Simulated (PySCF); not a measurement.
# Correlation energy of Bi³⁺ (bismuth, charge +3)

[Xe] 4f14 5d10 6s2, closed-shell 1S. All numbers are calculated (PySCF 2.14, a scalar-relativistic core potential, in aug-cc-pwCVDZ-PP with ECP60MDF). Frozen: 5s2 5p6 5d10; 2 electrons correlated.

With two correlated electrons CCSD is exact within the correlated space (frozen core and kept virtual orbitals).

```csv
level,correlation energy (mhartree)
CCSD,-27.28
```

Diagnostics: T1 = 0.0017, D1 = 0.0023, largest double amplitude 0.076.

Cost of the coupled-cluster step: of the order of 0.08 core-seconds, for 2 correlated electrons.
